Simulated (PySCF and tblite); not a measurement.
Results of a calculation; reference values are marked as such.
C₅H₉BrO, numbered as in [Br:1][CH:2]1[CH2:3][CH2:4][O:5][CH2:6][CH2:7]1.

Geometries PBE0-D3(BJ)/def2-SVP; weights from PBE0-D3(BJ)/def2-TZVP energies and GFN2-xTB thermal corrections, with symmetry numbers and mirror pairs. Conformers within 4 kcal/mol (GFN2-xTB free energy) were kept, 5 at most. GIAO shieldings: PBE0/pcSseg-1. Shifts are against TMS (¹H), TMS (¹³C) at the same level; of two unlike H on one atom, a is the less shielded. Run with PySCF (density fitting) and tblite.

Task: List the conformer-averaged shifts at 298.15 K.

Result: ¹H: 3.89 (H4a/H6a, 2H), 3.86 (H2, 1H), 3.29 (H4b/H6b, 2H), 1.76 (H3a/H7a, 2H), 1.71 (H3b/H7b, 2H) ppm. ¹³C: 67.6 (C4/C6), 58.1 (C2), 39.9 (C3/C7) ppm.

Task: How do the conformers differ?

Result: The 6-ring runs over atoms 2–3–4–5–6–7.
| conformer | shape | weight % |
| --- | --- | --- |
| 1 | 6-ring chair (all substituents equatorial) | 72.1 |
| 2 | 6-ring chair (Br1 axial) | 27.9 |

```json
{"signal": "H2", "1": "3.64", "2": "4.44", "average": "3.86"}
{"signal": "H3a/H7a", "1": "1.70", "2": "1.90", "average": "1.76"}
{"signal": "H3b/H7b", "1": "1.81", "2": "1.46", "average": "1.71"}
{"signal": "H4a/H6a", "1": "3.88", "2": "3.92", "average": "3.89"}
{"signal": "H4b/H6b", "1": "3.17", "2": "3.62", "average": "3.29"}
{"signal": "C2", "1": "57.4", "2": "59.9", "average": "58.1"}
{"signal": "C3/C7", "1": "41.0", "2": "36.9", "average": "39.9"}
{"signal": "C4/C6", "1": "69.4", "2": "63.1", "average": "67.6"}
```

Task: Which signal moves most, for its nucleus, between 200 and 400 K through the change of populations alone?

Result: H2: 3.82 ppm at 200 K, 3.85 ppm at 250 K, 3.86 ppm at 298.15 K, 3.88 ppm at 350 K, 3.88 ppm at 400 K.

Spin–orbit effects of the heavy atoms on shieldings are missing. At a carbon that bears Br the missing effect is some 10 ppm, beside I tens of ppm. Shifts are unscaled: against experiment ¹³C can be off by 15 ppm or more and ¹H by 0.8 ppm.
